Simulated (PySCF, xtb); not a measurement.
MgFBr, SMILES [F][Mg][Br].

GFN2-xTB (xtb 6.7.1) at its own geometry gives an orbital gap of 2.81 eV and a dipole moment of 4.42 D.

Coordinates come from a PBE0-D3(BJ)/def2-TZVP optimisation.

**Question.** What does PySCF with ωB97X/def2-TZVPD give? (Estimate from the structure and the level; the computed values follow.)

**Answer.** gap 10.83 eV (levels -10.85 and -0.02 eV), dipole 0.06 D.
